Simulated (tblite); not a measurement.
Species: CH₄F₂Ge.
Structure used (GFN2-xTB), in Å, numbered top down from 1:
```xyz
8
CH4F2Ge angstrom
F      1.7369    0.0263    1.0567
C      1.0295    0.1650   -0.1133
Ge    -0.9096   -0.1682    0.2001
F     -1.5644    0.0852   -1.4024
H      1.4451   -0.5492   -0.8310
H      1.2032    1.1817   -0.4798
H     -1.6318    0.8535    1.0320
H     -1.2998   -1.5850    0.5131
```

Level: GFN2-xTB in tblite, geometry and Hessian alike; calculated harmonic values, unscaled, isolated species. This tight-binding method is rough: wavenumbers can miss measured ones by several per cent, in bad cases by 10 to 20. Modes of hydrogen on germanium can be 10 to 20 % off. One conformer, not necessarily the lowest.

Harmonic wavenumbers (cm⁻¹): 46.6, 122.2, 253.4, 397.2, 484.0, 546.0, 567.5, 650.0, 745.3, 774.6, 1027.6, 1169.3, 1232.4, 1404.2, 1938.1, 1999.1, 2924.5, 2927.3.

A = 12017, B = 2554, C = 2194 MHz; mass 127.949 u (most abundant isotopes); point group Cs, symmetry number 1.

Task: What is the zero-point energy?

Result: Half the sum of the wavenumbers: 9605 cm⁻¹ = 114.90 kJ/mol.

Task: Entropy at 298.15 K, 1 bar (ideal gas, RRHO, classical rotation)?

Result: Translation 169.36, rotation 108.66, vibration 56.51: S = 334.5 J/(mol K).

Task: And Cp and H(298.15 K) − H(0)?

Result: Cp = 91.56 J/(mol K), of which vibrations give 58.30 (their classical limit is 18 R = 149.7); H(298.15 K) − H(0) = 18.65 kJ/mol without the zero-point energy, 8.74 from vibrations.

Task: Which modes carry the vibrational entropy at 298.15 K?

Result: 46.6 cm⁻¹: 20.74; 122.2 cm⁻¹: 12.83; 253.4 cm⁻¹: 7.14; 397.2 cm⁻¹: 4.07; 484.0 cm⁻¹: 2.93; 546.0 cm⁻¹: 2.31 J/(mol K); the other 12 give 6.50 together.

Task: What must be added to the electronic energy to get the Gibbs energy at 298.15 K and 1 bar?

Result: ZPE + [H(298.15 K) − H(0)] − T·S = 114.90 + 18.65 − 99.74 = 33.81 kJ/mol.

Task: How do the functions run with temperature in this model?

Result: 
```tsv
T (K)	S (J/(mol K))	Cp (J/(mol K))	H − H(0) (kJ/mol)	G − H(0) (kJ/mol)	ln q(vib)
100	259.4	52.5	4.32	-21.62	0.94
200	301.9	72.8	10.56	-49.81	2.11
300	335.1	91.9	18.82	-81.71	3.29
500	388.9	118.9	40.12	-154.34	5.62
800	450.4	142.4	79.65	-280.68	8.81
1000	483.3	152.1	109.16	-374.14	10.72
```

q(vib) and H(0) count from the zero-point level.

Task: Blend soft modes into free rotors: weight 1/[1 + (100 cm⁻¹/ν̃)⁴] for the oscillator and the rest for a rotor with moment μB/(μ + B), μ = h/(8π²ν), B = 10⁻⁴⁴ kg m². What vibrational entropy results?

Result: 50.66 J/(mol K) in place of 56.51, which changes −T·S at 298.15 K by +1.75 kJ/mol.

Hindered rotation and anharmonicity are outside this model. Other conformers, if any are populated, would add a mixing term that is left out.

The run took 0.19 s of wall time on an Arm Neoverse N1 with one thread, no GPU, shared host. This covers the Hessian and the dipole derivatives.
